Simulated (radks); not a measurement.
Spherical quantum dot in the effective-mass picture: electrons in a hard-walled sphere of radius 3.54, all in effective atomic units (hartree* = m*/eps^2 hartree, bohr* = eps/m* bohr), one dielectric constant everywhere. Method: non-relativistic Kohn-Sham, r2SCAN, spin-polarised, spherical densities, generalised Kohn-Sham scheme; computed with a radial shooting solver with Libxc functionals. Levels are named by radial order and angular momentum (1s, 1p, 1d, 2s, ...), and open shells are averaged over m. Results are scaled to m* = 0.512 and eps = 12.5, for which hartree* = 89.17 meV and bohr* = 1.292 nm.

N = 22, configuration 1s2 1p6 1d10 1f(up 4, down 0). This is the lowest configuration that the search found. Occupied and some empty levels:

level    occupation  eigenvalue (meV)  <r> (nm)
1s up             1            733.91     3.080
1s down           1            738.83     3.049
1p up             3            753.19     3.195
1p down           3            758.84     3.176
1d up             5            786.75     3.295
1d down           5            793.21     3.284
1f up             4            832.78     3.381
1f down           0            840.01     3.375
2s up             0            866.86     2.018
2s down           0            870.05     2.039
1g up             0            890.20     3.454
1g down           0            898.11     3.452
2p up             0            930.76     2.385
2p down           0            934.33     2.399
2d up             0            1006.1     2.609
2d down           0            1010.4     2.615

Energy (meV): total 9678.89, kinetic 2728.9, external 0, Hartree 7888.6, exchange-correlation -938.61.

Electron density:

r (nm)  n(r) (e/nm^3)
0.132        0.002974
0.474        0.003725
0.815        0.005703
1.16         0.009778
1.50          0.01729
1.84          0.02990
2.18          0.04863
2.52          0.07244
2.86          0.09557
3.20           0.1071
3.55          0.09539
3.89          0.05879
4.23          0.01744
4.57       0.00001986
